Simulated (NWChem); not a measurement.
System: BH₃; SMILES B

```xyz
4

B      0.0000     0.0000     0.0000
H     -1.1653     0.3123     0.0000
H      0.3123    -1.1653     0.0000
H      0.8531     0.8531     0.0000
```
Atoms are numbered in this order, from 1.

Structure relaxed at the PBE0/def2-SVP level.

 States above −ε(HOMO) = 8.5 eV lie in this functional's continuum and hang on the basis.

Question: List the 4 lowest vertical singlet excitations from PBE/def2-SVPD, TDA (NWChem).

Answer: 
| state | energy (eV) | oscillator strength | leading excitation (squared amplitude) |
|---|---|---|---|
| S1 | 5.58 | 0.000 | HOMO−1 → LUMO (1.00) |
| S2 | 5.58 | 0.000 | HOMO → LUMO (1.00) |
| S3 | 8.94 | 0.112 | HOMO → LUMO+1 (0.99) |
| S4 | 8.94 | 0.112 | HOMO−1 → LUMO+1 (0.99) |
